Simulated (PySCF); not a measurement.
Al(F)(GeH3)(OH) (AlFGeH4O), SMILES [Al]([F])([OH])[GeH3]. Atoms are numbered in the order given.

```xyz
8

Al     0.2827     0.6315    -0.8240
F      1.8439     0.6188    -1.4538
Ge    -0.3461    -0.8136     1.0535
H     -0.1200    -2.3115     0.7125
H      0.5068    -0.5036     2.3135
H     -1.8385    -0.6316     1.4328
O     -0.8820     1.6789    -1.5147
H     -0.6884     2.2726    -2.2582
```

The structure is a stationary point at PBE-D3(BJ)/def2-SVP. The structure was generated by enumeration; whether it is a known compound was not checked. The values are those of a single conformer.

Method: PBE-D3(BJ)/def2-SVP run with PySCF.

Frequencies are harmonic and unscaled.

A small imaginary wavenumber (i) marks a very flat motion, where grid noise or a shallow saddle decides the sign.

Computed vibrational spectrum:
```
mode  ν (cm⁻¹)  IR (km/mol)    moving atoms (share of kinetic energy)
----  --------  -----------  ----------------------------------------
1          12i          0.0                                    H 93 %
2          116          0.9            F 34 %, O 29 %, Al 21 %, H 9 %
3          185         27.1            F 34 %, O 32 %, Ge 26 %, H 8 %
4          191         13.6            Al 58 %, H 19 %, F 13 %, O 9 %
5          328         31.9  Al 45 %, Ge 18 %, F 16 %, O 11 %, H 10 %
6          371        138.5                            H 83 %, O 12 %
7          418          8.3                                    H 90 %
8          418         11.0                                    H 87 %
9          572        113.6                            H 71 %, O 24 %
10         753        243.0                                    H 83 %
11         792         36.6           F 30 %, Al 30 %, H 22 %, O 16 %
12         854         27.5                                    H 99 %
13         855         14.5                                    H 97 %
14         903         92.4                   Al 48 %, O 28 %, F 18 %
15        2068         54.5                                    H 99 %
16        2077         91.8                                    H 98 %
17        2088         93.0                                    H 98 %
18        3798         79.8                                    H 94 %
```
